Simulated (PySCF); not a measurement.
Compound: C8H9PS.
Structure used (GFN2-xTB), in Å, numbered top down from 1:
```
atom  x, y, z in Å
C1     4.3502    0.0931   -0.5853
C2     3.2530   -0.5263   -1.0159
C3     1.9100   -0.2280   -0.6028
P4     0.5383   -1.1001   -1.1804
C5    -0.6223   -0.1573   -0.2153
C6    -2.0608   -0.4818   -0.2840
C7    -3.1096    0.5856   -0.1182
C8    -2.9183   -0.4345    0.9541
C9    -0.0946    0.8244    0.5614
S10    1.6032    1.0497    0.5329
H11    5.3282   -0.1860   -0.9346
H12    4.3004    0.8966    0.1314
H13    3.3295   -1.3333   -1.7348
H14   -2.2809   -1.2709   -0.9944
H15   -2.7775    1.5956    0.0678
H16   -3.9932    0.5259   -0.7351
H17   -3.6678   -1.2008    1.0802
H18   -2.4491   -0.1286    1.8767
H19   -0.6487    1.4859    1.2039
```

ESP-fitted charges (e) from the PBE0/pcSseg-1 density (PySCF), one withheld:

```
atom      bonded to   charge
  C1     C2 H11 H12  -0.4439
  C2      C1 C3 H13  -0.1769
  C3      C2 P4 S10        ?
  P4          C3 C5  -0.2238
  C5       P4 C6 C9  +0.1807
  C6   C5 C7 C8 H14  -0.1622
  C7  C6 C8 H15 H16  -0.2873
  C8  C7 C6 H17 H18  -0.2620
  C9     C5 S10 H19  -0.3610
 S10          C9 C3  +0.0040
 H11             C1  +0.1923
 H12             C1  +0.2111
 H13             C2  +0.1975
 H14             C6  +0.1830
 H15             C7  +0.1150
 H16             C7  +0.1506
 H17             C8  +0.1420
 H18             C8  +0.1154
 H19             C9  +0.2844
```

Q: What is the charge on C3?

A: The charges add up to the total charge, 0. The others sum to -0.1411, which leaves +0.1411 e for C3 (substituted aromatic carbon); the computed value is +0.1410, the difference coming from rounding.

Q: Add each hydrogen's charge to the atom that carries it.

A: C1 -0.0405, C2 +0.0206, C6 +0.0208, C7 -0.0217, C8 -0.0046, C9 -0.0766. Atoms without hydrogen keep their charges.

Q: Across which bond do the charges differ most?

A: H12–C1: +0.2111 on H12 against -0.4439 on C1, a difference of 0.6550 e. The lower charge is on the more electronegative element of the two (Pauling values: C 2.55, H 2.20).

Q: Take the bonds between elements whose Pauling electronegativities differ by more than 0.25. In how many does the more electronegative atom carry the lower charge?

A: In 9 of 11; it doesn't in C3–P4 and P4–C5.

Q: How much positive and how much negative charge does this set hold in all?

A: +1.9170 e on 12 atoms and -1.9171 e on 7.

The ESP scheme is a least-squares fit of atom-centred charges to the potential on four shells outside the van der Waals surface, with the total charge fixed. Isolated species at its GFN2-xTB geometry (one conformer only).
